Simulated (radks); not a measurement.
Results of a calculation; reference values are marked as such.
These are the eigenvalues of the occupied orbitals of an atom or ion with whole-number occupations (hartree). Code: a radial shooting solver on a logarithmic mesh with Libxc functionals. Model: scalar-relativistic Kohn-Sham, Slater X-alpha with alpha = 0.878, spin-polarised, spherical densities, finite nucleus; Fermi nuclear charge, rms radius of each element as measured or else 0.836 A^(1/3) + 0.57 fm.

orbital  eigenvalue
1s down   -2481.870
1s up     -2481.870
2s up     -428.2143
2s down   -428.2084
2p up     -375.9319
2p down   -375.9272
3s up     -98.86910
3s down   -98.86801
3p up     -83.27951
3p down   -83.27826
3d up     -65.04078
3d down   -65.03767
4s up     -20.76686
4s down   -20.76310
4p up     -15.63319
4p down   -15.62924
4d up      -9.03915
4d down    -9.03351
5s up      -3.41831
5s down    -3.34830
5p up      -2.17237
5p down    -2.07693
4f up      -1.71118
4f down    -1.69529
5d up      -0.79189

Which element is it, and in what charge state? The configuration may be excited. Open shells, if any, are filled with parallel spins first.

Answer. Z = 73, tantalum, charge +2: Ta2+ in [Xe] 4f14 5d3. The list shows which subshells hold electrons but not how many an open one holds; the 1s level, -2481.9 hartree, gives Z - s = 70.5 by -(Z - s)^2/2, which with screening and relativity narrows Z to a few neighbours, and the depths of the outer levels then fix element, charge and occupations together.
